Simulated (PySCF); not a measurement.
# Electron correlation in Hg³⁺ (mercury, charge +3)

[Xe] 4f14 5d9, 2D determinant. All numbers are calculated (PySCF 2.14, the spin-free X2C one-electron Hamiltonian (Gaussian nucleus), in x2c-TZVPPall). Frozen: [Xe] 4f14; 9 electrons correlated.

```csv
level,correlation energy (mhartree)
CCSD,-235.45
(T),-5.50
CCSD(T),-240.95
```

Diagnostics: T1 = 0.0025, D1 = 0.0071, largest double amplitude 0.025.

Spin-orbit coupling, absent here, splits the open shell strongly.

Cost of the coupled-cluster step: of the order of 13 core-seconds, for 9 correlated electrons.
